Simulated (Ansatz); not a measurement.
Ansatz (a first-principles code) input for H3HfO3, SMILES [OH][Hf+]([OH])[OH], charge +1, multiplicity 1, CAM-B3LYP/def2-SVPD. Geometry optimised at r2SCAN-D4/def2-SVP. The spin state was assumed, not searched. The isomer is the one that the SMILES or the coordinates give; other isomers of the formula were not compared. The def2 effective core potentials stand for the cores of Hf; spin–orbit coupling is left out. The values are those of a single conformer.

Ansatz 0.2 input:
```yaml
crystal:
  periodic: [false, false, false]
  atoms:
    - {symbol: Hf, position_ang: [-0.00000000, 0.00000000, 0.18500180]}
    - {symbol: O, position_ang: [1.53741914, -0.88762935, -0.43403144]}
    - {symbol: H, position_ang: [2.23385144, -1.28971472, -0.96779175]}
    - {symbol: O, position_ang: [-1.53741913, -0.88762935, -0.43403144]}
    - {symbol: H, position_ang: [-2.23385143, -1.28971473, -0.96779176]}
    - {symbol: O, position_ang: [0.00000000, 1.77525870, -0.43403144]}
    - {symbol: H, position_ang: [0.00000000, 2.57942945, -0.96779175]}
basis:
  gaussian:
    orbitals: def2-SVPD
hamiltonian:
  xc: {name: CAM-B3LYP}
total_charge: 1
```

Program output:

```
WARN ansatz: RAYON_NUM_THREADS=1 ignored (pool sized by the plan → 1); use --threads N
Functional definition: CAM-B3LYP
integrals: 0.06 GiB planned
1085 factors; their error is unknown
integrals: 0.09 GiB planned
405 factors; integrals over basis functions are off by at most 1.4e-5 eV
mean field: 0.60 GiB planned
mean field evaluation 1: about -7458.0462 eV, gradient 1.3e2 eV
mean field evaluation 2: about -7306.8050 eV, gradient 2.8e2 eV
mean field evaluation 4: about -7487.1350 eV, gradient 6.9e0 eV
mean field evaluation 8: about -7487.2826 eV, gradient 2.3e-1 eV
mean field evaluation 16: about -7487.2827 eV, gradient 6.4e-5 eV
mean field -7487.28269192 eV, -275.1525638655 hartree, gradient 6.4e-5 eV, S^2 0.000000; 0 other end points of the search recorded, 0 dependent functions left out
reference -7487.28282649 eV, -275.1525688110 hartree; 19, 19 occupied and 109, 109 virtual orbitals, 1085 factors
Total energy: -7487.28282649 eV, -275.1525688110 hartree
```

The run converged.
